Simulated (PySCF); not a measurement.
**Radial density of O⁺ (oxygen, charge +1)**

UHF, [He] 2s2 2p3, high-spin 4S determinant. All numbers are calculated (PySCF 2.14, the spin-free X2C one-electron Hamiltonian (Gaussian nucleus), in cc-pVTZ-DK (4s3p2d1f, 30 functions)).

```csv
r (bohr),4πr²ρ (e/bohr),4πr²(ρα − ρβ)
0.00366,0.05221,0.0000
0.00615,0.1411,0.0000
0.0103,0.3666,0.0001
0.0174,0.9182,0.0003
0.0293,2.135,0.0012
0.0493,4.386,0.0052
0.0828,7.281,0.0246
0.139,8.539,0.1171
0.234,5.869,0.4619
0.394,3.070,1.4068
0.663,4.163,2.5348
1.12,3.690,2.0845
1.88,0.9403,0.5335
3.16,0.04676,0.0286
5.31,9.821e-05,0.0001
```

Densities and radii are taken from the X2C orbitals without a picture-change correction, which distorts them close to the nucleus.
